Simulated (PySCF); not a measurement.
## Basis-set dependence of population analyses: `CN(C)B(O)O`

Species: C2H8BNO2.
Atom-mapped SMILES: `[CH3:1][N:2]([CH3:3])[B:4]([OH:5])[OH:6]` (hydrogens: H7, H8, H9 on C1; H10, H11, H12 on C3; H13 on O5; H14 on O6)

PBE0 throughout (PySCF), one geometry, spherical d and f functions. Isolated species at its PBE0-D3(BJ)/def2-SVP geometry (one conformer only). Atoms taken as equivalent share a column and are averaged.

Mulliken charges (e):

```
        basis  functions   C1/C3      N2      B4   O5/O6  H7 (×6)  H13/H14
       STO-3G         38  -0.146  -0.321  +0.403  -0.345   +0.082   +0.206
        6-31G         70  -0.318  -0.603  +0.757  -0.650   +0.171   +0.377
     pcSseg-0         70  -0.389  -0.896  +0.953  -0.675   +0.222   +0.371
       6-31G*        100  -0.387  -0.399  +0.580  -0.637   +0.174   +0.411
      cc-pVDZ        124  +0.009  -0.214  +0.016  -0.160   +0.039   +0.131
     def2-SVP        124  +0.058  -0.321  +0.051  -0.205   +0.037   +0.171
6-311+G(2d,p)        210  -0.448  -0.306  +1.271  -0.758   +0.145   +0.290
  aug-cc-pVDZ        210  +0.788  -0.297  +0.439  -0.406   -0.192   +0.125
    def2-TZVP        234  -0.307  -0.087  +0.269  -0.461   +0.125   +0.304
     IGLO-III        290  -0.351  -0.195  +0.786  -0.560   +0.120   +0.256
      cc-pVTZ        292  -0.200  +0.018  +0.087  -0.287   +0.085   +0.180
     pcSseg-2        328  +0.125  -0.520  +0.643  -0.443   +0.025   +0.181
```

IAO charges (e):

| basis | functions | C1/C3 | N2 | B4 | O5/O6 | H7 (×6) | H13/H14 |
| --- | --- | --- | --- | --- | --- | --- | --- |
| STO-3G | 38 | -0.306 | -0.232 | +0.353 | -0.399 | +0.131 | +0.252 |
| 6-31G | 70 | -0.322 | -0.258 | +0.468 | -0.560 | +0.144 | +0.347 |
| pcSseg-0 | 70 | -0.301 | -0.265 | +0.444 | -0.536 | +0.137 | +0.336 |
| 6-31G* | 100 | -0.293 | -0.285 | +0.516 | -0.571 | +0.134 | +0.347 |
| cc-pVDZ | 124 | -0.292 | -0.277 | +0.494 | -0.567 | +0.133 | +0.351 |
| def2-SVP | 124 | -0.282 | -0.275 | +0.488 | -0.561 | +0.130 | +0.348 |
| 6-311+G(2d,p) | 210 | -0.304 | -0.291 | +0.516 | -0.592 | +0.139 | +0.365 |
| aug-cc-pVDZ | 210 | -0.302 | -0.286 | +0.509 | -0.590 | +0.138 | +0.365 |
| def2-TZVP | 234 | -0.302 | -0.291 | +0.522 | -0.590 | +0.138 | +0.363 |
| IGLO-III | 290 | -0.304 | -0.291 | +0.520 | -0.593 | +0.139 | +0.366 |
| cc-pVTZ | 292 | -0.303 | -0.290 | +0.520 | -0.589 | +0.138 | +0.363 |
| pcSseg-2 | 328 | -0.303 | -0.291 | +0.522 | -0.593 | +0.139 | +0.364 |

Hirshfeld charges (e):

```
        basis  functions   C1/C3      N2      B4   O5/O6  H7 (×6)  H13/H14
       STO-3G         38  +0.023  -0.170  +0.186  -0.211   +0.016   +0.134
        6-31G         70  -0.051  -0.127  +0.213  -0.268   +0.034   +0.175
     pcSseg-0         70  -0.056  -0.115  +0.219  -0.269   +0.031   +0.180
       6-31G*        100  -0.052  -0.129  +0.213  -0.263   +0.032   +0.175
      cc-pVDZ        124  -0.062  -0.122  +0.218  -0.257   +0.033   +0.172
     def2-SVP        124  -0.065  -0.123  +0.227  -0.263   +0.034   +0.174
6-311+G(2d,p)        210  -0.067  -0.148  +0.245  -0.265   +0.038   +0.169
  aug-cc-pVDZ        210  -0.074  -0.144  +0.244  -0.262   +0.040   +0.167
    def2-TZVP        234  -0.070  -0.140  +0.244  -0.266   +0.038   +0.171
     IGLO-III        290  -0.074  -0.143  +0.248  -0.264   +0.039   +0.168
      cc-pVTZ        292  -0.071  -0.136  +0.244  -0.265   +0.037   +0.170
     pcSseg-2        328  -0.076  -0.142  +0.250  -0.266   +0.039   +0.170
```

Some averages cover members that differ in this geometry, most widely: H7 (×6), Mulliken in aug-cc-pVDZ -0.369 to -0.102; H7 (×6), Mulliken in 6-31G +0.154 to +0.206; H7 (×6), Mulliken in 6-31G* +0.159 to +0.204; H7 (×6), Mulliken in def2-TZVP +0.111 to +0.153 e.

**Question.** Which scheme is steadiest as the basis changes?

**Answer.** Largest range over the bases for any column: Hirshfeld 0.10 e, IAO 0.19 e, Mulliken 1.25 e. Hirshfeld charges move least and Mulliken charges most, counted in e. Without the minimal STO-3G basis the ranges are Hirshfeld 0.04, IAO 0.08, Mulliken 1.25 e.

**Question.** How much do the charges still move between the two largest bases, cc-pVTZ and pcSseg-2?

**Answer.** At most, over all atoms: Mulliken 0.556 e, IAO 0.004 e, Hirshfeld 0.007 e.

**Question.** What do the same runs give for the total energy, the frontier levels and the dipole moment?

**Answer.** 
```json
{"basis": "STO-3G", "energy (Eh)": "-306.8078", "HOMO (eV)": "-3.48", "LUMO (eV)": "6.59", "μ (D)": "1.61"}
{"basis": "6-31G", "energy (Eh)": "-310.7506", "HOMO (eV)": "-6.00", "LUMO (eV)": "1.42", "μ (D)": "2.06"}
{"basis": "pcSseg-0", "energy (Eh)": "-310.1354", "HOMO (eV)": "-6.10", "LUMO (eV)": "1.17", "μ (D)": "2.13"}
{"basis": "6-31G*", "energy (Eh)": "-310.8393", "HOMO (eV)": "-6.01", "LUMO (eV)": "1.76", "μ (D)": "1.90"}
{"basis": "cc-pVDZ", "energy (Eh)": "-310.8730", "HOMO (eV)": "-6.07", "LUMO (eV)": "1.25", "μ (D)": "1.81"}
{"basis": "def2-SVP", "energy (Eh)": "-310.6309", "HOMO (eV)": "-6.14", "LUMO (eV)": "1.15", "μ (D)": "1.87"}
{"basis": "6-311+G(2d,p)", "energy (Eh)": "-310.9593", "HOMO (eV)": "-6.38", "LUMO (eV)": "-0.36", "μ (D)": "1.58"}
{"basis": "aug-cc-pVDZ", "energy (Eh)": "-310.9024", "HOMO (eV)": "-6.36", "LUMO (eV)": "-0.47", "μ (D)": "1.50"}
{"basis": "def2-TZVP", "energy (Eh)": "-310.9836", "HOMO (eV)": "-6.34", "LUMO (eV)": "0.41", "μ (D)": "1.68"}
{"basis": "IGLO-III", "energy (Eh)": "-310.9942", "HOMO (eV)": "-6.37", "LUMO (eV)": "-0.06", "μ (D)": "1.57"}
{"basis": "cc-pVTZ", "energy (Eh)": "-310.9757", "HOMO (eV)": "-6.30", "LUMO (eV)": "0.65", "μ (D)": "1.66"}
{"basis": "pcSseg-2", "energy (Eh)": "-310.9882", "HOMO (eV)": "-6.38", "LUMO (eV)": "0.06", "μ (D)": "1.62"}
```

The dipole is fixed by the density alone, so its range of 0.63 D shows that the density itself changes with the basis, not only its division among atoms.
